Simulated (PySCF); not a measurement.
# Polarisability of [InCl4]-

Species: [InCl4]- (charge -1).
Structure used (PBE0-D3(BJ)/def2-SVP), in Å, numbered top down from 1:
```xyz
5
InCl4 angstrom
In     0.0028    0.0071    0.0158
Cl    -0.2040   -0.1079    2.3989
Cl     2.3107    0.0076   -0.6159
Cl    -1.0454    1.9854   -0.8322
Cl    -1.0641   -1.8922   -0.9666
```

Level: B3LYP/def2-SVPD (PySCF), static field, nuclei fixed, core orbitals frozen in the response. The polarisability tensor in these axes (au):

```
x   105.52  -0.12  -0.07
y    -0.12 105.24  -0.34
z    -0.07  -0.34 106.15
```

**Question.** Give the principal values, the mean and the anisotropy Δα = √{½[(α1 − α2)² + (α2 − α3)² + (α1 − α3)²]}.

**Answer.** Principal values 105.09, 105.56 and 106.26 au; mean 105.63 au = 15.65 Å³ = 17.42 × 10⁻⁴⁰ C²·m²/J; Δα = 1.02 au (1 % of the mean).

**Question.** In TDDFT the mean static polarisability is Σ f/ω² over all singlet excitations (ω in hartree). How much of it do the 10 lowest give? Their energies (eV) and oscillator strengths: 5.13, 0.0001; 5.15, 0.0002; 5.16, 0.0002; 5.45, 0.0008; 5.46, 0.0279; 5.46, 0.0872; 5.47, 0.1153; 5.48, 0.1157; 6.84, 0.1441; 6.86, 0.1537.

**Answer.** They add up to 13.30 au, 12.6 % of the 105.63 au; the largest single term is 2.86 au, from the state at 5.47 eV. Terms in order: 0.00, 0.01, 0.01, 0.02, 0.69, 2.17, 2.86, 2.86, 2.28, 2.42 au. Higher excitations give the rest. The strengths listed sum to 0.645.

Geometry: PBE0-D3(BJ)/def2-SVP; no solvent, vibrations or thermal averaging. Atoms past krypton carry effective core potentials; spin–orbit coupling is left out. The geometry's basis has no diffuse functions.
